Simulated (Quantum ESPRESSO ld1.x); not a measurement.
Q: Radial electron density D(r) = 4 pi r^2 rho(r) of an atom or ion with 31 electrons. All-electron calculation, Dirac Kohn-Sham, PBE, spin-unpolarised, spherical densities, point nucleus. Program: ld1.x of Quantum ESPRESSO 7.5.

```
   r/bohr * D(r) (the largest magnitude, 92, reaches the edge; | marks zero)
 0.002148 |    *
  0.00273 |      *
 0.003499 |         *
 0.004484 |             *
   0.0057 |                   *
 0.007304 |                         *
 0.009285 |                                *
   0.0119 |                                      *
  0.01513 |                                          *
  0.01938 |                                           *
  0.02464 |                                        *
  0.03158 |                                     *
  0.04014 |                                     *
  0.05144 |                                           *
  0.06539 |                                                   *
   0.0838 |                                                      *
   0.1074 |                                               *
   0.1365 |                                       *
   0.1749 |                                      *
   0.2224 |                                            *
    0.285 |                                       *
   0.3623 |                       *
   0.4642 |          *
   0.5902 |     *
   0.7563 |  *
   0.9614 |*
    1.232 *
    1.566 *
```

What is the nuclear charge?

A: Z = 55. The innermost maximum, from 1s, lies near gamma/Z bohr with gamma = sqrt(1 - (Z/c)^2) = 0.916, here 0.0167 bohr (found: 0.0182), and its height grows with Z. The density is that of the caesium ion Cs24+ in [Ar] 3d10 4s2 4p1; the configuration itself is not fixed sharply by these data, and Z only to a few units. D(r) has 3 maxima, at r = 0.0182, 0.0805, 0.235 bohr, and minima at 0.0359, 0.154 bohr, inside which lie 2.03, 11.16 electrons.
